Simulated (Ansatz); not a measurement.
Cost and result for the atomization energy of C₄H₆Si (`C#C/C=C\[SiH3]`) (11 atoms, 10 bonds).

```csv
atom,x (Å),y (Å),z (Å)
C1,-1.366,-0.796,-1.923
C2,-1.223,-0.674,-0.734
C3,-1.053,-0.528,0.666
C4,0.018,0.058,1.220
Si5,1.437,0.766,0.233
H6,-1.490,-0.904,-2.974
H7,-1.853,-0.925,1.286
H8,0.043,0.115,2.305
H9,2.079,-0.287,-0.596
H10,0.966,1.857,-0.660
H11,2.443,1.318,1.178
```

Total charge 0; spin multiplicity 1. All single points use the PBE0-D4/def2-TZVP geometry. Program: Ansatz. All runs use 4 threads of an Arm Neoverse V1 on a shared host. Times are those of one run each, without the atoms' runs, and a repeat can differ threefold. Electronic energies, without spin–orbit coupling; frozen cores. CCSD(T)/CBS adds CCSD(T) − MP2 in def2-TZVPP to the MP2 limit, and its time is that of the two runs behind it. T1 = 0.012; the RHF reference is unstable towards UHF. B3LYP takes the VWN-RPA correlation (the form of Gaussian; ORCA's B3LYP/G).

CCSD(T)/CBS is a level of theory with its own doubt, some kJ/mol a heavy atom from the limit and from the frozen cores, so smaller differences don't rank the functionals.

```
                             level  functions  wall time  atomization (kJ/mol)  difference from CCSD(T)/CBS  per bond
   PBE-D4/def2-TZVPP (with forces)        250      2.6 s                4551.3                        111.8      11.2
                PBE0-D4/def2-TZVPP        250      2.9 s                4470.6                         31.1       3.1
 B3LYP-D4/def2-TZVPP (with forces)        250      4.8 s                4455.8                         16.3       1.6
r2SCAN-D4/def2-TZVPP (with forces)        250        5 s                4459.0                         19.5       2.0
                 B2PLYP/def2-TZVPP        250        6 s                4413.2                        -26.3      -2.6
                ωB97X-V/def2-TZVPP        250      7.5 s                4441.5                          2.0       0.2
  ωB97M-V/def2-TZVPP (with forces)        250       12 s                4452.1                         12.6       1.3
                    MP2/def2-QZVPP        478       24 s                4476.3                         36.8       3.7
                CCSD(T)/def2-TZVPP        250    2.1 min                4331.9                       -107.6     -10.8
                 CCSD(T)/CBS(def2)          –    2.5 min                4439.5                          0.0       0.0
```

In def2-TZVPP, CCSD(T) changes the Hartree–Fock value by +1035.1 kJ/mol (the triples alone add +74.6 kJ/mol) and MP2 by +1116.0 kJ/mol; breaking electron pairs costs correlation energy, which Hartree–Fock lacks. From PBE to PBE0 (25 % exact exchange), in def2-TZVPP and without D4, the atomization energy moves by −77.2 kJ/mol: exact exchange takes away binding that semilocal exchange gives to molecules. The D4 term adds +37.6 kJ/mol with B3LYP and +19.9 kJ/mol with PBE0; it sums over pairs of atoms, weighted by their polarisabilities, and B3LYP, whose exchange is more repulsive, gets the larger term.
